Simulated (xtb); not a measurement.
xtb input (GFN1-xTB):

```bash
xtb mol.xyz --gfn 1 --sp --chrg -1 --uhf 0
```
mol.xyz:
```
9

C     -0.00529041    -1.48424419    -0.02858904
N      1.18390376    -0.75468259    -0.05939923
C      1.17032292     0.57143889    -0.03316372
C      0.00472241     1.32489047     0.02551962
C     -1.16622566     0.57806317     0.05530507
N     -1.18925972    -0.74795450     0.03045591
H      2.14140852     1.07752985    -0.06006219
H      0.00859154     2.41038970     0.04642816
H     -2.13368387     1.08965005     0.10180572
```

Output:

```
           -------------------------------------------------
          |                Calculation Setup                |
           -------------------------------------------------

           -------------------------------------------------
          |                 G F N 1 - x T B                 |
           -------------------------------------------------

        Reference                      10.1021/acs.jctc.7b00118
      * Hamiltonian:
        H0-scaling (s, p, d)           1.850000    2.250000    2.000000
        zeta-weighting                 0.000000
      * Dispersion:
        s8                             2.400000
        a1                             0.630000
        a2                             5.000000
        s9                             0.000000
      * Repulsion:
        kExp                           1.500000
        rExp                           1.000000
      * Coulomb:
        alpha                          2.000000
        third order                    atomic
        anisotropic                    false
      * Halogen bond correction:
        rad-scale                      1.300000
        damping                        0.440000

          ...................................................
          :                      SETUP                      :
          :.................................................:
          :  # basis functions                  30          :
          :  # atomic orbitals                  30          :
          :  # shells                           18          :
          :  # electrons                        30          :
          :  # halogen bonds                     0          :
          :  max. iterations                   250          :
          :  Hamiltonian                  GFN1-xTB          :
          :  restarted?                      false          :
          :  GBSA solvation                  false          :
          :  PC potential                    false          :
          :  electronic temp.          300.0000000     K    :
          :  accuracy                    1.0000000          :
          :  -> integral cutoff          0.2500000E+02      :
          :  -> integral neglect         0.1000000E-07      :
          :  -> SCF convergence          0.1000000E-05 Eh   :
          :  -> wf. convergence          0.2000000E-04 e    :
          :  Broyden damping             0.4000000          :
          :  net charge                         -1          :
          :  unpaired electrons                  0          :
          ...................................................

 iter      E             dE          RMSdq      gap      omega  full diag
   1    -16.6894579 -0.166895E+02  0.944E+00    2.67       0.0  T
   2    -16.7379325 -0.484746E-01  0.572E+00    1.31       1.0  T
   3    -16.7324936  0.543886E-02  0.139E+00    1.98       1.0  T
   4    -16.7421884 -0.969474E-02  0.168E-01    1.56       1.0  T
   5    -16.7423340 -0.145646E-03  0.323E-02    1.58       1.0  T
   6    -16.7423389 -0.486138E-05  0.231E-03    1.58      14.5  T
   7    -16.7423389 -0.344988E-07  0.382E-04    1.58      87.2  T
   8    -16.7423389 -0.940368E-10  0.702E-05    1.58     475.1  T
   9    -16.7423389 -0.624567E-11  0.184E-05    1.58    1816.1  T

   *** convergence criteria satisfied after 9 iterations ***

         #    Occupation            Energy/Eh            Energy/eV
      -------------------------------------------------------------
         1        2.0000           -0.5077187             -13.8157
       ...           ...                  ...                  ...
         9        2.0000           -0.2899196              -7.8891
        10        2.0000           -0.2880059              -7.8370
        11        2.0000           -0.2247094              -6.1147
        12        2.0000           -0.2101065              -5.7173
        13        2.0000           -0.1934926              -5.2652
        14        2.0000           -0.1511839              -4.1139
        15        2.0000           -0.1036636              -2.8208 (HOMO)
        16                         -0.0457575              -1.2451 (LUMO)
        17                         -0.0263998              -0.7184
        18                          0.0768641               2.0916
        19                          0.0809061               2.2016
        20                          0.0903004               2.4572
       ...                                ...                  ...
        30                          0.7966893              21.6790
      -------------------------------------------------------------
                  HL-Gap            0.0579062 Eh            1.5757 eV
             Fermi-level           -0.0747105 Eh           -2.0330 eV

 SCC (total)                   0 d,  0 h,  0 min,  0.009 sec
 SCC setup                      ...        0 min,  0.000 sec (  1.126%)
 Dispersion                     ...        0 min,  0.000 sec (  0.523%)
 classical contributions        ...        0 min,  0.000 sec (  0.204%)
 integral evaluation            ...        0 min,  0.002 sec ( 20.811%)
 iterations                     ...        0 min,  0.002 sec ( 19.214%)
 molecular gradient             ...        0 min,  0.005 sec ( 55.788%)
 printout                       ...        0 min,  0.000 sec (  2.172%)

         :::::::::::::::::::::::::::::::::::::::::::::::::::::
         ::                     SUMMARY                     ::
         :::::::::::::::::::::::::::::::::::::::::::::::::::::
         :: total energy             -16.548236921659 Eh    ::
         :: gradient norm              0.021941473872 Eh/a0 ::
         :: HOMO-LUMO gap              1.575707250234 eV    ::
         ::.................................................::
         :: SCC energy               -16.742338922739 Eh    ::
         :: -> electrostatic           0.150962023747 Eh    ::
         :: repulsion energy           0.197460634220 Eh    ::
         :: dispersion energy         -0.003358633140 Eh    ::
         :: halogen bond corr.         0.000000000000 Eh    ::
         :: add. restraining           0.000000000000 Eh    ::
         :: total charge              -1.000000000000 e     ::
         :::::::::::::::::::::::::::::::::::::::::::::::::::::

           -------------------------------------------------
          |                Property Printout                |
           -------------------------------------------------

    * Orbital Energies and Occupations

         #    Occupation            Energy/Eh            Energy/eV
      -------------------------------------------------------------
         1        2.0000           -0.5077187             -13.8157
       ...           ...                  ...                  ...
         3        2.0000           -0.4391582             -11.9501
         4        2.0000           -0.4062810             -11.0555
         5        2.0000           -0.3804248             -10.3519
         6        2.0000           -0.3563746              -9.6974
         7        2.0000           -0.3129491              -8.5158
         8        2.0000           -0.2995407              -8.1509
         9        2.0000           -0.2899196              -7.8891
        10        2.0000           -0.2880059              -7.8370
        11        2.0000           -0.2247094              -6.1147
        12        2.0000           -0.2101065              -5.7173
        13        2.0000           -0.1934926              -5.2652
        14        2.0000           -0.1511839              -4.1139
        15        2.0000           -0.1036636              -2.8208 (HOMO)
        16                         -0.0457575              -1.2451 (LUMO)
        17                         -0.0263998              -0.7184
Note: The following floating-point exceptions are signalling: IEEE_DENORMAL
normal termination of xtb
        18                          0.0768641               2.0916
        19                          0.0809061               2.2016
        20                          0.0903004               2.4572
        21                          0.1071882               2.9167
        22                          0.3936602              10.7120
        23                          0.4348377              11.8325
        24                          0.4631991              12.6043
        25                          0.4847302              13.1902
        26                          0.4913938              13.3715
       ...                                ...                  ...
        30                          0.7966893              21.6790
      -------------------------------------------------------------
                  HL-Gap            0.0579062 Eh            1.5757 eV
             Fermi-level           -0.0747105 Eh           -2.0330 eV

  Mulliken/CM5 charges         n(s)   n(p)   n(d)
     1C    -0.10592  0.02412   1.380  2.726  0.000
     2N    -0.42641 -0.59123   1.573  3.853  0.000
     3C     0.13475  0.16411   1.014  2.852  0.000
     4C    -0.15087 -0.19497   1.045  3.106  0.000
     5C     0.13475  0.16411   1.014  2.852  0.000
     6N    -0.42641 -0.59123   1.573  3.853  0.000
     7H    -0.06215  0.00240   1.062  0.000  0.000
     8H    -0.03559  0.02029   1.036  0.000  0.000
     9H    -0.06215  0.00240   1.062  0.000  0.000

Wiberg/Mayer (AO) data.
largest (>0.10) Wiberg bond orders for each atom

 ---------------------------------------------------------------------------
     #   Z sym  total        # sym  WBO       # sym  WBO       # sym  WBO
 ---------------------------------------------------------------------------
     1   6 C    2.758 --     6 N    1.287     2 N    1.287     4 C    0.115
     2   7 N    2.985 --     3 C    1.489     1 C    1.287
     3   6 C    3.988 --     2 N    1.489     4 C    1.400     7 H    0.970
     4   6 C    3.976 --     3 C    1.400     5 C    1.400     8 H    0.976
                             1 C    0.115
     5   6 C    3.988 --     6 N    1.489     4 C    1.400     9 H    0.970
     6   7 N    2.985 --     5 C    1.489     1 C    1.287
     7   1 H    1.025 --     3 C    0.970
     8   1 H    1.007 --     4 C    0.976
     9   1 H    1.025 --     5 C    0.970
 ---------------------------------------------------------------------------

Topologies differ in total number of bonds
Writing topology from bond orders to xtbtopo.mol

 dipole moment from electron density (au)
     X       Y       Z
   0.0085   2.3986   0.0462  total (Debye):    6.098

           -------------------------------------------------
          | TOTAL ENERGY              -16.548236921659 Eh   |
          | GRADIENT NORM               0.021941473872 Eh/α |
          | HOMO-LUMO GAP               1.575707250234 eV   |
           -------------------------------------------------

------------------------------------------------------------------------
------------------------------------------------------------------------
 total:
 SCF:
```

It need not be the lowest isomer of its formula. Whether it binds its extra electron was not tested at this geometry.
